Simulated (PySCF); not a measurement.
An EPR job on `s1cccc1[C]C` [triplet].

Method: UKS B3LYP, pcH-1 on C H S, non-relativistic, mean-field spin-orbit, GIAO (PySCF 2.14.0). Geometry: GFN2-xTB. A driver script takes a list of jobs; this job's settings line and coordinates (Å) are shown.

Input:
```
{"job": {"kind": "epr", "basis": "pcH-1"}, "charge": 0, "multiplicity": 3}
C      2.575995     0.732884     0.268850
C      1.370946     0.209370    -0.328271
C      0.102906    -0.044771    -0.185259
C     -0.864704    -0.615483    -1.045150
C     -2.136163    -0.719253    -0.511204
C     -2.255054    -0.247287     0.772840
S     -0.788777     0.362333     1.422550
H      2.807956     1.722376    -0.131484
H      2.457868     0.816210     1.355962
H      3.423914     0.075200     0.066071
H     -0.592477    -0.933299    -2.034885
H     -2.970282    -1.135075    -1.050711
H     -3.136515    -0.222718     1.382964
```

**Question.** Give the output.

**Answer.** 
```
UKS, coarse grid
  cycle   1  E = -630.28987228  |g| = 2.93e-01
  cycle   2  E = -630.27228152  |g| = 3.43e-01
  cycle   3  E = -630.33187897  |g| = 9.23e-02
  cycle   4  E = -630.33659281  |g| = 3.87e-02
  cycle   5  E = -630.33749061  |g| = 1.18e-02
  cycle   6  E = -630.33760950  |g| = 8.36e-03
  cycle   7  E = -630.33766606  |g| = 2.83e-03
  cycle   8  E = -630.33767443  |g| = 1.88e-03
  cycle   9  E = -630.33767713  |g| = 7.86e-04
UKS, final grid
  cycle   1  E = -630.33766309  |g| = 1.49e-03
  cycle   2  E = -630.33765879  |g| = 3.07e-03
  cycle   3  E = -630.33766441  |g| = 1.68e-04
  cycle   4  E = -630.33766442  |g| = 4.22e-05
  cycle   5  E = -630.33766443  |g| = 3.18e-05
  cycle   6  E = -630.33766443  |g| = 1.04e-05
E = -630.33766443 Eh   <S^2> = 2.0404 (exact 2.0000)
g shifts (ppm)      1          2          3
  rmc          -165       -165       -165
  gc             28         -2         18
  oz_so         500       1581       1740
  total         363       1414       1593
hyperfine (MHz)  atom isotope    a_iso     a_fc   dipolar eigenvalues
    0   13C      -7.13      -7.13     -2.09     -1.64      3.72
    1   13C     132.46     132.61    -58.38      8.42     49.96
    2   13C      -2.50      -2.49    -14.28      1.11     13.17
    3   13C      36.78      36.80    -17.62    -13.73     31.35
    4   13C     -15.87     -15.86    -10.51      4.26      6.24
    5   13C      17.32      17.23    -16.93    -15.45     32.39
    6   33S      15.31      15.38    -14.54      2.41     12.13
    7    1H      40.36      40.36     -4.00     -3.26      7.26
    8    1H      68.92      68.92     -3.80     -1.85      5.66
    9    1H      45.82      45.82     -4.22     -3.74      7.96
   10    1H     -16.29     -16.29     -5.59     -2.64      8.23
   11    1H       4.02       4.02     -2.23      0.45      1.78
   12    1H      -4.20      -4.23     -8.06     -1.05      9.11
zero-field splitting (cm-1)  D = 0.5368  E = 0.0246  (spin-spin 0.2383, spin-orbit 0.3420)
```

rmc, gc and oz_so are the mass-correction, gauge-correction and orbital-Zeeman/spin–orbit parts of the g shift along its three principal axes; a_iso is the isotropic hyperfine coupling and a_fc its Fermi-contact part. Atoms in this output count from 0.

**Question.** How far is ⟨S²⟩ from the pure-spin value?

**Answer.** S = 1 gives S(S+1) = 2.00; the run has 2.0404, 0.0404 more.

**Question.** Get g_iso from the total shifts.

**Answer.** Their mean is 1123 ppm; added to g_e = 2.002319 it gives 2.00344.

Main results: ⟨S²⟩ 2.040; g_iso 2.0034.

Isolated species at its GFN2-xTB geometry (one conformer only). This triplet need not be the ground state; the singlet was not compared here.

**Question.** How long does this job take on one thread of an Arm Neoverse V1, no GPU, on a shared host?

**Answer.** About 76 s.
Labels such as C1 count atoms from 1, the log's own numbers from 0.
